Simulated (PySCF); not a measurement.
# Si(OH)₃: fields on a plane

All numbers come from UPBE0 in PySCF with Si def2-SVP, O def2-SVP, H def2-SVP; no relativity; density-fitted integrals.

The doublet minimum has O–H 0.962 Å (×3), Si–O 1.660 Å (×3); H–O–Si 115.7° (×3), O–Si–O 108.1° (×3).

The plane holds Si1 at (0.00, 0.00), O2 at (1.66, 0.00), O3 at (-0.52, 1.58), H5 at (2.08, -0.87) Å. Columns run from x = -2.55 to 4.35 Å, rows from y = 3.75 (top) to -2.85 Å, in steps of 0.3 Å. Other isomers or separated fragments may lie lower.

**Question.** Give the electron localisation function (set to 0 where the density is under 0.005 e/Å³). Lower edges of the bins: '0' 0.000, '1' 0.099, '2' 0.197, '3' 0.296, '4' 0.394, '5' 0.493, '6' 0.592, '7' 0.690, '8' 0.789, '9' 0.887; top 0.99.

**Answer.** 
```
000000000000000000000000
000000000000000000000000
000000000000000000000000
000011122100000000000000
000233454320000000000000
002467777631000000000000
014688868752000000000000
015789296852000000000000
004789517851002332000000
002578888841025665200000
000246773112368886410000
000123203303778987410000
000122048833854586310000
001123038833854486200000
001135303405777887410000
000135641014568998620000
000013565322248999740000
000012344321038998840000
000001122210005888700000
000000011110000354000000
000000001110000000000000
000000000000000000000000
000000000000000000000000
```

**Question.** Give the electrostatic potential (V) (cut at 20 V). Lower edges of the bins (V): '_' -1.92, '.' -1.79, ':' -1.59, '-' -1.26, '=' -0.74, '+' 0.07, '*' 1.37, '#' 3.42, '%' 6.67, '@' 11.83; top 20.0, each point printed twice.

**Answer.** 
```
==================++============================
================++++++==========================
==============++++++++==========================
==============++++++++==========================
====------==++****++++==========================
==----::--**%%%%%%**++==========================
==--::::++%%@@@@@@##++========------============
==--::::++@@@@@@@@%%**++====------------========
==----::++@@@@@@@@%%****++==--::..::----========
====----++##@@@@@@%%%%##**++==::____::----======
======++++##%%@@@@@@@@%%######**--..::----======
++++++++**%%@@@@@@@@@@@@@@@@@@@@##==----========
++++++**##%%@@@@@@@@@@@@@@@@@@@@@@**============
++++++**##%%@@@@@@@@@@@@@@@@@@@@@@**++==========
++++++**##%%@@@@@@@@@@@@@@@@@@@@@@##**++++++++==
++++++****##%%@@@@@@@@%%##%%@@@@@@%%****++++++++
++++++++****##%%%%%%%%######%%@@@@%%##**++++++++
++++++++++++****######******##%%%%##****++++++++
++++++++++++++++++************####******++++++++
++++++++++++++++++++++++++************++++++++++
++++++++++======++++++++++++++****++++++++++++++
++++++++==========++++++++++++++++++++++++++++++
++++++++==========++++++++++++++++++++++++++++++
```
